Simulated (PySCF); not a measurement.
Cl²⁺ (chlorine, charge +2) across methods

[Ne] 3s2 3p3, high-spin 4S determinant. Computed with PySCF 2.14 in aug-cc-pV(5+d)Z (8s7p6d4f3g2h, 136 functions), with no relativity, point nucleus.

```json
{"method": "UHF", "E (hartree)": "-458.22713", "mean ε 3s α (eV)": "-57.513", "mean ε 3s β (eV)": "-46.563", "mean ε 3p α (eV)": "-39.700", "Σ⟨r²⟩ (bohr²)": "15.46", "⟨S²⟩": "3.751"}
{"method": "PBE0", "E (hartree)": "-458.6588", "mean ε 3s α (eV)": "-49.253", "mean ε 3s β (eV)": "-43.648", "mean ε 3p α (eV)": "-34.955", "Σ⟨r²⟩ (bohr²)": "15.35", "⟨S²⟩": "3.750"}
{"method": "PBE", "E (hartree)": "-458.6199", "mean ε 3s α (eV)": "-46.206", "mean ε 3s β (eV)": "-42.107", "mean ε 3p α (eV)": "-33.096", "Σ⟨r²⟩ (bohr²)": "15.37", "⟨S²⟩": "3.750"}
{"method": "LDA", "E (hartree)": "-457.3002", "mean ε 3s α (eV)": "-46.020", "mean ε 3s β (eV)": "-42.381", "mean ε 3p α (eV)": "-33.040", "Σ⟨r²⟩ (bohr²)": "15.40", "⟨S²⟩": "3.750"}
{"method": "MN15", "E (hartree)": "-458.7271", "mean ε 3s α (eV)": "-48.947", "mean ε 3s β (eV)": "-44.072", "mean ε 3p α (eV)": "-35.641", "Σ⟨r²⟩ (bohr²)": "15.28", "⟨S²⟩": "3.750"}
{"method": "r2SCAN", "E (hartree)": "-458.7779", "mean ε 3s α (eV)": "-47.581", "mean ε 3s β (eV)": "-42.130", "mean ε 3p α (eV)": "-33.762", "Σ⟨r²⟩ (bohr²)": "15.35", "⟨S²⟩": "3.750"}
{"method": "HSE06", "E (hartree)": "-458.6773", "mean ε 3s α (eV)": "-48.820", "mean ε 3s β (eV)": "-43.280", "mean ε 3p α (eV)": "-34.528", "Σ⟨r²⟩ (bohr²)": "15.35", "⟨S²⟩": "3.750"}
```

Problem. Estimate the same row for r2SCAN0.

Solution. E (hartree) = -458.7788; mean ε 3s α (eV) = -50.171; mean ε 3s β (eV) = -43.599; mean ε 3p α (eV) = -35.405; Σ⟨r²⟩ (bohr²) = 15.35; ⟨S²⟩ = 3.750.
